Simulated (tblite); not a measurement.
Compound: C6H7N2S (doublet state).
Z-matrix (Å and degrees, GFN2-xTB geometry), rows numbered from 1:
```
C 
C   1  1.4694
C   2  1.4578  1  133.41
C   2  1.4753  1  131.89  3    90.77
C   4  1.4645  2  120.90  3  -106.10
C   5  1.4194  4  126.60  2    23.71
N   6  1.3089  5  113.23  4   179.95
S   7  1.6252  6  108.89  5     0.10
N   5  1.3187  4  121.52  2  -156.27
H   1  1.0979  2  111.11  3   -42.05
H   1  1.0891  2  110.63  3  -161.80
H   1  1.0895  2  110.40  3    77.35
H   3  1.0822  2  119.56  4   104.68
H   3  1.0861  2  120.12  4  -107.70
H   4  1.0880  2  118.97  3   107.19
H   6  1.0742  5  126.44  4    -0.77
```

Computed geometry: GFN2-xTB, gas phase. This method treats the open shell by occupation alone, without spin polarisation.

Take the most abundant isotopes and a rigid rotor. The values belong to one conformer with, in the numbering `[CH3:1][C:2]1[CH2:3][C@@H:4]1[c:5]1[cH:6][n:7][s:8][n:9]1`, C3–C4–C5–C6 -44°.

(1) What are A, B and C (GHz)?

(2) What kind of rotor is it?

(3) What does the inertial defect say?

(4) Estimate the classical rotational partition function at 50 K, 100 K and 500 K.

Results:

(1) Ia = 117.46, Ib = 673.01, Ic = 697.11 u·Å²; 505379 MHz·u·Å²/I gives 4303, 750.9 and 725.0 MHz, that is A = 4.3027, B = 0.7509, C = 0.7250 GHz.

(2) A near-prolate asymmetric top: κ = (2 × 750.9 − 4303 − 725.0)/(4303 − 725.0) = -0.99.

(3) Not planar: Δ = Ic − Ia − Ib = -93.35 u·Å². For a rigid frame Δ = −2 Σ m c², so Σ m c² = 46.68 u·Å² lies off the ab plane: 12.66 from hydrogen and 34.01 from heavier atoms. The atom farthest from that plane is 2.05 Å away.

(4) Point group C1, symmetry number σ = 1; q = (√π/σ)·√((kT/h)³/(ABC)), k/h = 20836.6 MHz/K: 38900 at 50 K, 110000 at 100 K, 1230000 at 500 K.

For this open shell read J as N, the rotation without spin; fine and hyperfine splittings come on top. Its GFN2-xTB frequencies are all real (lowest 49 cm⁻¹). These are rigid-rotor constants of the computed structure; measured ground-state constants (B0) also hold zero-point vibration.
